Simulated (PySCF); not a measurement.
**Structure from 2D NMR**

Compound of formula C₅H₁₂OSi₂. Correlations simulated from computed shifts and the bond graph:

HSQC (one-bond C–H):
| δH | δC |
| --- | --- |
| 3.90 | 65.0 |
| 2.00 | 6.2 |
| 1.27 | 18.1 |

COSY cross peaks (H two or three bonds apart, from the bond graph; peaks can be absent where the dihedral angle is near 90°):
| δH | δH |
| --- | --- |
| 5.26 | 4.39 |
| 3.90 | 1.27 |

HMBC (two and three bonds, from the bond graph):
| δH | δC |
| --- | --- |
| 5.26 | 78.2, 65.0 |
| 4.39 | 115.1, 78.2 |
| 3.90 | 18.1 |
| 2.00 | 115.1, 78.2 |
| 1.27 | 65.0 |

Carbons without hydrogens: δ 115.1, 78.2.

[PySCF: σ from GIAO-PBE0/pcSseg-1; GFN2-xTB geometry; one conformer; fast rotation and ring inversion assumed for equivalent nuclei; non-relativistic; gas phase]

References, each an isolated molecule treated in the same way: $^{1}$H (31.72 ppm), $^{13}$C (186.93 ppm) vs TMS.

Exchangeable hydrogens are left out of these lists.

Question: Work out the connectivity.

Answer: `CC#C[SiH2][SiH2]OCC`.

Mapped SMILES: `[CH3:1][C:2]#[C:3][SiH2:4][SiH2:5][O:6][CH2:7][CH3:8]`. Hydrogens are named by the atom that carries them.

1. δC 115.1 is C2, an alkyne carbon.
2. δC 78.2 is C3, an alkyne carbon.
3. δC 65.0 is C7, an sp3 CH2 bonded to O (δH 3.90).
4. δC 18.1 is C8, a methyl carbon (δH 1.27).
5. δC 6.2 is C1, a propargylic methyl carbon (δH 2.00).
6. HMBC from δH 5.26 reaches the proton-free carbon C3.
7. HMBC from δH 4.39 reaches the proton-free carbons C2, C3.
8. HMBC from δH 2.00 reaches the proton-free carbons C2, C3.
9. COSY links 5.26–4.39, 3.90–1.27.

The shifts were computed for this structure.

Shifts are as computed. Against solution values, carbons near 30 ppm lie about +3 ppm off and those near 130 ppm about +5 ppm. Of 1211 compounds with measured shifts, 218 miss one by over three times the rms of a fit or turn the order of signals round; such compounds aren't used in these exercises.
